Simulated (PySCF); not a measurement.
Where the electron goes

Compound: WO2(NH2)2 (singlet state).
Z-matrix (Å and degrees, PBE0-D3(BJ)/def2-SVP geometry), rows numbered from 1:
```
W 
O   1  1.7122
O   1  1.7116  2  113.77
N   1  1.9473  2  107.87  3  -119.44
H   4  1.0158  1  124.36  2   148.30
H   4  1.0158  1  124.17  2   -25.12
N   1  1.9473  2  107.95  3   119.39
H   7  1.0156  1  124.55  2    24.79
H   7  1.0159  1  123.97  2  -148.61
```

Method used: TDDFT CAM-B3LYP/def2-SVPD, vertical, gas phase, core orbitals frozen in the response, def2 core potentials past Kr (PySCF). Spin–orbit coupling is left out.

Kohn–Sham orbitals with the atoms that hold most of them (Löwdin shares over 4%, at most four atoms; ? is withheld):

| orbital | ε (eV) | atoms |
| --- | --- | --- |
| HOMO-3 | -10.99 | O2 33%, O3 32%, W1 13%, N4 8% |
| HOMO-2 | -10.24 | N4 20%, N7 20%, O2 20%, O3 20% |
| HOMO-1 | -10.13 | O2 46%, O3 46%, W1 8% |
| HOMO | -9.31 | ? |
| LUMO | -0.31 | ? |
| LUMO+1 | -0.02 | W1 57%, N7 11%, N4 11%, O2 7% |
| LUMO+2 | 0.38 | W1 52%, N4 7%, N7 7%, H5 6% |

Task: Give the leading atoms of the LUMO.

Result: W1 (bonded to 2 N and 2 O) 54%; O3 (bonded to W) 17%; O2 (bonded to W) 17%. By element: tungsten 54%, oxygen 33%.

Task: Give the leading atoms of the HOMO.

Result: N7 (bonded to W and 2 H) 36%; N4 (bonded to W and 2 H) 36%; O3 (bonded to W) 5%; O2 (bonded to W) 5%. By element: nitrogen 72%, oxygen 11%.

Task: How does S1 compare with the orbital gap of 9.00 eV?

Result: S1 is at 5.18 eV (f = 0.0036), 3.82 eV below the gap, made of HOMO→LUMO (96%). 

Task: Give energy, strength and leading configuration of S1, S2, S3, S4, S5 and S6, and follow the Löwdin shares of the leading atoms from the occupied to the empty orbital.

Result: 
- S1 (5.18 eV, f 0.0036), HOMO→LUMO (96%): N7 36% → at most 4%, N4 36% → at most 4%, W1 at most 6% → 54%, O3 5% → 17%; the Löwdin share of tungsten is at most 6% in HOMO and 54% in LUMO (ligand-to-metal charge transfer by this measure)
- S2 (5.25 eV, f 0.0002), HOMO-1→LUMO (97%): O2 46% → 17%, O3 46% → 17%, W1 8% → 54%; the Löwdin share of tungsten is 8% in HOMO-1 and 54% in LUMO (ligand-to-metal charge transfer by this measure)
- S3 (5.71 eV, f 0.0000), HOMO-2→LUMO (95%): N4 20% → at most 4%, N7 20% → at most 4%, W1 at most 20% → 54%, O3 20% → 17%; the Löwdin share of tungsten is at most 20% in HOMO-2 and 54% in LUMO
- S4 (5.93 eV, f 0.151), HOMO→LUMO+1 (86%): N7 36% → 11%, N4 36% → 11%, W1 at most 6% → 57%; the Löwdin share of tungsten is at most 6% in HOMO and 57% in LUMO+1 (ligand-to-metal charge transfer by this measure)
- S5 (6.06 eV, f 0.0053), HOMO-1→LUMO+1 (79%): O2 46% → 7%, O3 46% → at most 8%, W1 8% → 57%, N7 at most 1% → 11%; the Löwdin share of tungsten is 8% in HOMO-1 and 57% in LUMO+1 (ligand-to-metal charge transfer by this measure)
- S6 (6.46 eV, f 0.011), HOMO-2→LUMO+1 (74%): N4 20% → 11%, N7 20% → 11%, W1 at most 20% → 57%; the Löwdin share of tungsten is at most 20% in HOMO-2 and 57% in LUMO+1
